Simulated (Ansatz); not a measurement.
`CCS[Si](O)(O)O` and `C=CS[Si](O)(O)O` differ in one atom or group.

Ansatz, PBE0-D4/def2-TZVP geometries, multiplicity 1. Each molecule was computed in one conformer, which needn't be the lowest.

| property | `CCS[Si](O)(O)O` |
| --- | --- |
| LUMO energy (PBE/def2-TZVPP) / eV | -0.43 |
| LUMO energy (B3LYP/def2-TZVPP) / eV | 0.15 |
| size of the dipole moment (ωB97M-V/def2-TZVPP) / D | 0.62 |
| HOMO energy (B3LYP/def2-TZVPP) / eV | -6.73 |
| size of the dipole moment (B3LYP/def2-TZVPP) / D | 0.61 |
| HOMO energy (ωB97M-V/def2-TZVPP) / eV | -9.19 |

Task: What does the change do to each property? (Best estimate.)

Result: Ansatz gave: 
```
                                          property  `C=CS[Si](O)(O)O`  shift
                 LUMO energy (PBE/def2-TZVPP) / eV              -1.45  -1.02
               LUMO energy (B3LYP/def2-TZVPP) / eV              -0.74  -0.89
size of the dipole moment (ωB97M-V/def2-TZVPP) / D               1.57   0.95
               HOMO energy (B3LYP/def2-TZVPP) / eV              -6.62   0.11
  size of the dipole moment (B3LYP/def2-TZVPP) / D               1.54   0.93
             HOMO energy (ωB97M-V/def2-TZVPP) / eV              -8.96   0.23
```

With PBE0 the HOMO rises by 0.14 eV and the LUMO falls by 1.01 eV, so the gap narrows by about 1.15 eV. PBE moves the HOMO by 0.01 eV and ωB97M-V by 0.23 eV. Dipoles are sizes alone; their direction can turn.

B3LYP here is the variant with VWN-RPA as its local correlation; programs differ in this.
